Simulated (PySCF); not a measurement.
# Worked example: dipole moment from atomic charges

CH4Si, SMILES [SiH2]=C. Atoms are numbered in the order given.

```xyz
6

C      0.0000     0.0000    -1.1520
Si     0.0000     0.0000     0.5489
H      0.0000    -0.9153    -1.7295
H      0.0000     0.9153    -1.7295
H      0.0000     1.2405     1.3431
H      0.0000    -1.2405     1.3431
```

Geometry: B3LYP-D3(BJ)/def2-TZVP.

Charges (e) from HF/def2-TZVPD run with PySCF:

```csv
atom,ESP fit,IAO
C1,-1.011,-0.757
Si2,0.437,0.729
H3,0.316,0.160
H4,0.316,0.160
H5,-0.028,-0.146
H6,-0.028,-0.146
```

The dipole moment of the full density is 1.16 D.

Question: What dipole moment does each set of point charges give, and which comes closer to that of the density?

Answer: 
μ = Σ q r, and 1 e Å = 4.8032 D.
ESP fit: Σ q r = (0.000, 0.000, 0.236) e Å, |μ| = 1.13 D.
IAO: Σ q r = (0.000, 0.000, 0.327) e Å, |μ| = 1.57 D.
ESP fit comes closer in size. Point charges leave out the atoms' own dipoles (lone pairs, polarised bonds); fits to the potential absorb them, partitions of the density don't.
